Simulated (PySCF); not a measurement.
BrH5N2Si, SMILES Br[SiH](N)N.

Coordinates come from a B3LYP-D3(BJ)/def2-SVP optimisation. This is a generated structure with no PubChem entry under its InChIKey; it may be hypothetical. The values are those of a single conformer.

Calculation: TDDFT-PBE/def2-SVPD in PySCF 2.14.0.

Vertical excitations. 

Computed excitation energies, oscillator strengths and character:
```json
[
 {"state": "S1", "energy (eV)": "6.10", "λ (nm)": "203", "f": "0.025", "main pairs": "HOMO→LUMO 75 %, HOMO−1→LUMO 13 %"},
 {"state": "S2", "energy (eV)": "6.18", "λ (nm)": "201", "f": "0.028", "main pairs": "HOMO−1→LUMO 42 %, HOMO→LUMO+1 35 %, HOMO−1→LUMO+1 20 %"},
 {"state": "S3", "energy (eV)": "6.20", "λ (nm)": "200", "f": "0.013", "main pairs": "HOMO−1→LUMO 39 %, HOMO→LUMO+1 34 %, HOMO→LUMO 23 %"},
 {"state": "S4", "energy (eV)": "6.36", "λ (nm)": "195", "f": "0.012", "main pairs": "HOMO−1→LUMO+1 63 %, HOMO→LUMO+1 13 %, HOMO−1→LUMO+2 12 %"},
 {"state": "S5", "energy (eV)": "6.47", "λ (nm)": "192", "f": "0.008", "main pairs": "HOMO−2→LUMO 82 %"},
 {"state": "S6", "energy (eV)": "6.59", "λ (nm)": "188", "f": "0.032", "main pairs": "HOMO→LUMO+2 69 %, HOMO−1→LUMO+2 12 %"},
 {"state": "S7", "energy (eV)": "6.69", "λ (nm)": "185", "f": "0.023", "main pairs": "HOMO−2→LUMO+1 53 %, HOMO−1→LUMO+2 24 %, HOMO−2→LUMO 8 %"},
 {"state": "S8", "energy (eV)": "6.76", "λ (nm)": "183", "f": "0.069", "main pairs": "HOMO−1→LUMO+2 41 %, HOMO−2→LUMO+1 31 %, HOMO−3→LUMO+1 8 %, HOMO−2→LUMO+2 7 %"},
 {"state": "S9", "energy (eV)": "6.82", "λ (nm)": "182", "f": "0.037", "main pairs": "HOMO−3→LUMO 71 %, HOMO−2→LUMO+2 22 %"},
 {"state": "S10", "energy (eV)": "6.86", "λ (nm)": "181", "f": "0.035", "main pairs": "HOMO−2→LUMO+2 66 %, HOMO−3→LUMO 20 %"},
 {"state": "T1", "energy (eV)": "5.87", "λ (nm)": "211", "f": "0", "main pairs": "HOMO→LUMO 91 %"},
 {"state": "T2", "energy (eV)": "5.95", "λ (nm)": "209", "f": "0", "main pairs": "HOMO−1→LUMO 42 %, HOMO→LUMO+1 36 %, HOMO−1→LUMO+1 15 %"},
 {"state": "T3", "energy (eV)": "5.98", "λ (nm)": "207", "f": "0", "main pairs": "HOMO−1→LUMO 48 %, HOMO→LUMO+1 37 %, HOMO−1→LUMO+1 7 %"},
 {"state": "T4", "energy (eV)": "6.08", "λ (nm)": "204", "f": "0", "main pairs": "HOMO−1→LUMO+1 76 %, HOMO→LUMO+1 23 %"}
]
```
Triplets are in the Tamm–Dancoff approximation, which puts them higher than full response would, so one can lie above its singlet here.
